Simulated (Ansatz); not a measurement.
`[OH][Al]([O][SiH3])[O][SiH3]` + HCl → `[OH][Al]([Cl])[O][SiH3]` + silanol  (ligand exchange at the Al–O bond)

Gas-phase electronic energies from Ansatz, PBE0-D4/def2-TZVP geometries. CCSD(T)/CBS adds triple-zeta CCSD(T) − MP2 to the extrapolated MP2 energy (def2 sets, frozen cores). This one scheme is used for every species. Functionals use def2-TZVPP. B3LYP here is the variant with VWN-RPA as its local correlation; programs differ in this. HSE06 is defined as in plane-wave codes. One conformer a species, not always the lowest.

`[OH][Al]([O][SiH3])[O][SiH3]`:

Cartesian coordinates in Å:
```
O -0.865 2.436 0.695
Al -0.282 0.940 0.187
O -0.627 -0.407 1.111
Si -1.128 -1.496 2.206
O 0.625 0.795 -1.214
Si 1.500 0.151 -2.423
H -0.699 3.242 0.209
H -0.516 -2.819 1.914
H -2.608 -1.631 2.157
H -0.729 -1.075 3.575
H 2.839 0.795 -2.469
H 1.679 -1.313 -2.229
H 0.809 0.383 -3.719
```

HCl:

```xyz
2

Cl   -0.291    0.343   -0.455
H     0.291   -0.343    0.455
```

`[OH][Al]([Cl])[O][SiH3]`:

```xyz
9

O     0.305    2.745   -0.583
Al    0.804    1.141   -0.574
Cl    2.658    0.704   -1.401
O    -0.137   -0.080    0.070
Si   -0.651   -1.545    0.562
H    -0.533    3.028   -0.221
H    -1.727   -1.374    1.571
H    -1.188   -2.308   -0.595
H     0.468   -2.311    1.172
```

`O[SiH3]`:

```xyz
6

O    -1.142   -0.214   -0.541
Si    0.393    0.045    0.000
H    -1.852   -0.197    0.102
H     0.533    1.384    0.635
H     1.264   -0.038   -1.195
H     0.804   -0.980    0.998
```

```
           level  ΔE (kcal/mol)  difference from CCSD(T)/CBS
     LDA (SPW92)           -1.4                         -1.0
          PBE-D4           -2.1                         -1.7
         BLYP-D4            0.2                          0.6
         PBE0-D4           -1.8                         -1.4
        B3LYP-D4            0.3                          0.7
      r2SCANh-D4           -1.1                         -0.7
      r2SCAN0-D4           -1.1                         -0.7
        HSE06-D4           -1.9                         -1.5
    CAM-B3LYP-D4            0.8                          1.2
         ωB97X-V           -1.0                         -0.6
        PBE-QIDH           -1.4                         -1.0
         r2SCAN0           -1.3                         -0.9
           HSE06           -2.3                         -1.9
       CAM-B3LYP            0.3                          0.7
    MP2/def2-SVP            0.6                          1.0
CCSD(T)/def2-SVP            1.1                          1.5
     CCSD(T)/CBS           -0.4                            0
```

Largest T1 diagnostic among the species: 0.012.

Leaving LDA and LC-ωPBE aside and taking each functional with its dispersion term where it has one, the values spread over 2.9 kcal/mol, from PBE-D4 to CAM-B3LYP-D4. LDA lies +1.1 kcal/mol from PBE without D4. At CCSD(T), def2-SVP lies +1.5 kcal/mol from the extrapolated value and def2-TZVPP +0.8 kcal/mol.
